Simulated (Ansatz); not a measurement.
```yaml
crystal:
  periodic: [false, false, false]
  atoms:
    - {symbol: N, position_ang: [-0.098669, 1.336226, 0.206057]}
    - {symbol: Zr, position_ang: [0.189334, -0.910599, -0.265461]}
    - {symbol: F, position_ang: [-1.777682, -1.252509, -0.626667]}
    - {symbol: Cl, position_ang: [0.752467, -1.722546, 1.823702]}
    - {symbol: I, position_ang: [1.563284, -1.129756, -2.104068]}
    - {symbol: H, position_ang: [0.710045, 1.849868, 0.641658]}
    - {symbol: H, position_ang: [-1.081705, 1.894031, 0.095957]}
basis:
  gaussian: {orbitals: def2-TZVPD}
hamiltonian: {xc: {name: PBE}, dispersion: d3bjatm}
relax: {f_tol: 0.0001, max_steps: 1}
output: {forces: true}
```

```sh
$ ansatz run in.yaml --threads 4 --pin off --events-out ev --progress --plain --max-ram 10444MiB
```

Output, abridged:

```
Functional definition: PBE
1493 factors; their error is unknown
mean field evaluation 1: about -26125.8787 eV, gradient 8.8e1 eV
mean field evaluation 2: about -25925.9253 eV, gradient 2.7e2 eV
mean field evaluation 4: about -26135.1052 eV, gradient 5.9e1 eV
mean field evaluation 8: about -26141.6573 eV, gradient 1.6e0 eV
mean field evaluation 16: about -26141.6457 eV, gradient 2.8e-3 eV
mean field -26141.64568167 eV, -960.6877593573 hartree, gradient 2.1e-5 eV, S^2 0.000000; 0 other end points of the search recorded, 0 dependent functions left out
reference -26141.64575099 eV, -960.6877619049 hartree; 36, 36 occupied and 204, 204 virtual orbitals, 1493 factors
relax step   1: F+E_penalty+E_count = -26141.84361390 eV  Δ(F+E_penalty+E_count) = +0.000e0 eV  max|allowed force component| = 9.037e0 eV/Å  Δτ_max = 0.0000 Å  (37 SCF iters, accepted)
Error: geometry relaxation did not converge after 1 steps: max|allowed force component| = 9.04e0 eV/Å (threshold 1.0e-4). Raise `relax.max_steps` over both its present limit and 1, loosen `relax.f_tol`, or start from a geometry closer to equilibrium. Where this run's directory can be resumed (`checkpoint.write`), a resume goes on for up to `relax.max_steps` more
```

Problem. Something in this input is off. What?

Solution. The relaxation is allowed too few steps for its threshold. The calculation stopped without meeting its thresholds.
